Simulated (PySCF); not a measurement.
## Vibration and rotation of BeSb⁻

PBE0 constants of BeSb⁻, ³Π (triplet), unpaired electrons σ ↑, π ↑ (Be def2-SVPD, Sb def2-SVPD with ECP28; scalar-relativistic core potentials (PySCF 2.14); masses 9.0122 and 120.9038 u):

| Item | Value |
| --- | --- |
| ωe | 552.2 cm⁻¹ |
| ωexe | 3.71 cm⁻¹ |
| Be | 0.38778 cm⁻¹ |
| αe | 0.00331 cm⁻¹ |
| D (centrifugal) | 7.65e-07 cm⁻¹ |

(1) Give the vibrational terms G(v) and spacings up to v = 6.

These are scalar-relativistic numbers at best; spin–orbit coupling would shift them, the dissociation energy most. The state is the lowest determinant that a PBE0 search found; another state may lie lower at other levels.

## Answers

(1) G(v) = ωe(v+½) − ωexe(v+½)².

```csv
v,G(v) (cm⁻¹),G(v) − G(v−1),Bv (cm⁻¹)
0,275,,0.3861
1,820,545,0.3828
2,1357,537,0.3795
3,1887,530,0.3762
4,2410,523,0.3729
5,2925,515,0.3696
6,3433,508,0.3663
```
